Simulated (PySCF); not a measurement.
GaH₂F, SMILES [GaH2][F].

The structure is a stationary point at B3LYP-D3(BJ)/def2-TZVP.

Level of theory: CAM-B3LYP/def2-TZVPD run with PySCF.

Symmetry labels are those of the subgroup C2v that the program uses (full group C2v).

**Question.** List the valence orbital energies around the gap with their symmetry. (The exact figures need the calculation; the answer reports its results.)

**Answer.** 
| orbital | symmetry | energy (eV) |
|---|---|---|
| HOMO−7 | A2 | -25.43 |
| HOMO−6 | B2 | -25.31 |
| HOMO−5 | A1 | -25.21 |
| HOMO−4 | A1 | -15.12 |
| HOMO−3 | B2 | -12.59 |
| HOMO−2 | B1 | -12.38 |
| HOMO−1 | A1 | -12.22 |
| HOMO | B2 | -10.45 |
| LUMO | B1 | -0.83 |
| LUMO+1 | A1 | 0.70 |
| LUMO+2 | A1 | 0.96 |
| LUMO+3 | A1 | 1.28 |
